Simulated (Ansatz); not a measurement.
The first iterations of a band of BH5LiOSi (9 atoms, charge 1, multiplicity 1).

Level of theory: Ansatz, RKS B3LYP-D4/def2-SVP.

| Quantity | Value |
| --- | --- |
| movable images | 7 |
| climbing image | yes |
| spring | 5.0 eV/Å² |
| optimiser | quadratic models (default) |
| start path | IDPP |
| force threshold | 0.05 eV/Å |
| iteration limit | 60 |
| end points | relaxed |

Initial state:

```xyz
9
Properties=species:S:1:pos:R:3
Li -2.504 1.341 -1.039
B -0.601 0.589 -0.158
O 0.374 1.353 0.684
Si 0.171 -1.299 -0.340
H 1.205 0.971 1.051
H 0.251 2.289 0.928
H 1.471 -1.357 0.419
H -0.786 -2.287 0.234
H 0.419 -1.600 -1.778
```

Final state:

```xyz
9
Properties=species:S:1:pos:R:3
Li -2.117 1.368 1.679
B -0.537 0.592 0.315
O 0.165 1.339 -0.778
Si 0.260 -1.294 0.296
H 0.859 0.946 -1.356
H -0.019 2.271 -0.993
H 0.920 -1.567 1.605
H -0.816 -2.294 0.042
H 1.284 -1.360 -0.808
```

| iteration | highest image above the first end (eV) | largest band force component (eV/Å) |
| --- | --- | --- |
| 1 | 0.117 | 1.022 |
| 2 | 0.078 | 0.424 |

Task: Does the band converge within its limit, and where does its top end?

Result: The run converged. It ended after 6 iterations with the highest image 0.055 eV above the first end. A vibrational analysis at the climbing image gives one clearly imaginary mode, 124i cm⁻¹: a first-order saddle point. Limits of this set-up: the dipole of an ion depends on the origin.

Time of the run: 2.5 min on 1 thread of Arm Neoverse V2 (shared host), peak memory 0.16 GiB.
